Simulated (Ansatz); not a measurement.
Ge(SMe)2Me2 (C₄H₁₂GeS₂), 19 atoms. Hardware: 2 threads of AMD EPYC 7R13 on a shared host and a share (18 GiB) of an NVIDIA H100 80GB HBM3.

The 6-31G sets use Cartesian d functions. Correlated methods freeze 23 core orbitals; core or outer-core shells of Ge are correlated, in sets that lack core-valence functions.

(1) How many basis functions does each of these Ansatz runs have, and roughly what does it cost? PBE-D4/def2-TZVP, charge 0 triplet at the geometry of the charge 0 singlet, energy, from earlier orbitals; PBE0-D4/def2-TZVP, charge 0 triplet at the geometry of the charge 0 singlet, energy; RPA@PBE/def2-TZVP, charge 0 singlet, energy, from earlier orbitals; r2SCAN-D4/def2-TZVP, charge 0 triplet at the geometry of the charge 0 singlet, energy, from earlier orbitals; MP2/def2-TZVP, charge 0 singlet, energy, from earlier orbitals; PBE-QIDH/def2-TZVP, charge 0 singlet, energy, from earlier orbitals; HF/6-31G, charge 0 singlet, energy; r2SCAN0-D4/def2-TZVP, charge 1 doublet at the geometry of the charge 0 singlet, energy, from earlier orbitals; PBE0-D4/def2-TZVP, charge 1 doublet at the geometry of the charge 0 singlet, energy; B3LYP-D4/6-31G, charge 0 singlet, energy; PBE0-D4/def2-SVP, charge 0 singlet, energy, from earlier orbitals; PBE0-D4/def2-TZVP, charge 0 singlet, energy, from earlier orbitals.

## Answers

(1) Other jobs shared the machine, so times can vary by a factor of up to 3.

```tsv
run	functions	fitting or Cholesky vectors	wall time	peak host memory (GiB)
HF/6-31G, charge 0 singlet, energy	115	1422	1.3 s	0.76
B3LYP-D4/6-31G, charge 0 singlet, energy	115	1422	1.7 s	0.79
PBE0-D4/def2-SVP, charge 0 singlet, energy, from earlier orbitals	184	1848	1.9 s	0.85
MP2/def2-TZVP, charge 0 singlet, energy, from earlier orbitals	318	2151	2 s	0.86
PBE0-D4/def2-TZVP, charge 0 singlet, energy, from earlier orbitals	318	2191	2 s	0.88
PBE-QIDH/def2-TZVP, charge 0 singlet, energy, from earlier orbitals	318	2151	2.8 s	1.5
RPA@PBE/def2-TZVP, charge 0 singlet, energy, from earlier orbitals	318	2151	3 s	1.5
PBE0-D4/def2-TZVP, charge 1 doublet at the geometry of the charge 0 singlet, energy	318	2191	3 s	0.95
PBE0-D4/def2-TZVP, charge 0 triplet at the geometry of the charge 0 singlet, energy	318	2191	4.1 s	0.96
PBE-D4/def2-TZVP, charge 0 triplet at the geometry of the charge 0 singlet, energy, from earlier orbitals	318	2128	4.2 s	0.99
r2SCAN0-D4/def2-TZVP, charge 1 doublet at the geometry of the charge 0 singlet, energy, from earlier orbitals	318	2191	5.5 s	1.1
r2SCAN-D4/def2-TZVP, charge 0 triplet at the geometry of the charge 0 singlet, energy, from earlier orbitals	318	2128	5.5 s	1.1
```
